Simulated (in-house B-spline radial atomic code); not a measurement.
How numerical settings move a run on N, [He] 2s2 2p3. Computed with a B-spline radial code for spherical atoms: scalar-relativistic (X2C) r2SCAN, spin-polarised, spherical fractional occupations, Fermi nucleus of rms radius 2.5582 fm.

Command:
```bash
python run_scf.py task.json out
```
Settings of the sound reference run:
```
Z                7
electrons        7
configuration    [He] 2s2 2p3
hamiltonian      x2c
method           r2scan
spin_polarised   True
nucleus          fermi
rms_radius       2.5582
mass_number      14
atomic_mass      14.00307
speed_of_light   137.036
knot_spacing     0.22
spline_order     8
gauss_points     12
box_radius       50
max_iterations   70
damping          0.5
damped_steps     3
diis_vectors     10
tolerance        1e-08
start            Thomas-Fermi
```

Cost of the run: 0.28 s on 1 thread of Intel(R) Xeon(R) 6975P-C, with other jobs on the host.

It converges in 9 iterations to -54.613800 hartree, with 2p up at -8.88984 eV. The other runs change the listed settings, some to values that make no sense; their results aren't properties of the atom or ion. Radii are in bohr (the nuclear one in fm), a minus after a letter asks for a j subshell, and «unchanged» means within 1e-8 hartree. The run stops when the residual is below 10 × tolerance × max(1, Z/10), or a noise floor if that is larger, and the energy moves by less than 1e-8 × √|E| hartree; so very loose and very tight tolerances often act alike.

```tsv
changed settings	outcome
knot_spacing = 1.4	converged in 9 iterations, energy +1.63e-01 hartree from the reference, 2p up level -9.2e-02 eV
knot_spacing = 0.1	converged in 8 iterations, energy -3.76e-05 hartree from the reference, 2p up level -7.4e-05 eV
first_knot = 0.0143, max_iterations = 5	not converged after 5 iterations, last residual 7.5e-05, last energy +4.17e-05 hartree from the reference
electrons = 15, configuration = [He] 2s2 2p3 4s2 4p6, max_iterations = 100	converged in 19 iterations to -53.8351 hartree, a different physical problem (warning: 4s up has a positive eigenvalue: unbound, held by the box)
knot_spacing = 0.15	converged in 8 iterations, energy -2.78e-05 hartree from the reference, 2p up level -7.7e-05 eV
knot_spacing = 2	converged in 9 iterations, energy +3.20e+00 hartree from the reference, 2p up level -6.4e-01 eV
hamiltonian = dirac, method = hf, spin_polarised = False, speed_of_light = 3.494418	stopped with error: Z/c is past the critical charge
knot_spacing = 0.4, max_iterations = 50, damping = 0.8	converged in 9 iterations, energy +9.44e-05 hartree from the reference, 2p up level -2.0e-04 eV
knot_spacing = 0.3	converged in 9 iterations, energy +2.31e-05 hartree from the reference, 2p up level -5.9e-05 eV
diis_vectors = 4	converged in 9 iterations, energy unchanged, 2p up level +6.1e-07 eV
diis_vectors = 0	converged in 19 iterations, energy unchanged, 2p up level +1.2e-06 eV
max_iterations = 2, damping = 0.2, damped_steps = 8, tolerance = 1e-10	not converged after 2 iterations, last residual 1.9e-03, last energy +3.41e-05 hartree from the reference
spline_order = 5, max_iterations = 60, diis_vectors = 20, tolerance = 1e-13	converged in 9 iterations, energy -1.14e-06 hartree from the reference, 2p up level +5.6e-05 eV
max_iterations = 100, damping = 0.95, start = bare nucleus	converged in 9 iterations, energy unchanged, 2p up level -3.1e-06 eV
```

(1) What happens with knot_spacing = 0.55?

(2) What happens with knot_spacing = 0.75?

(3) What happens with diis_vectors = 2?

(4) What happens with diis_vectors = 1?

Answers

(1) Converged in 9 iterations, energy +4.55e-04 hartree from the reference, 2p up level -5.1e-04 eV.

(2) Converged in 9 iterations, energy +2.98e-03 hartree from the reference, 2p up level +1.6e-03 eV.

(3) Converged in 9 iterations, energy unchanged, 2p up level +8.5e-06 eV.

(4) Converged in 16 iterations, energy unchanged, 2p up level +2.3e-05 eV.
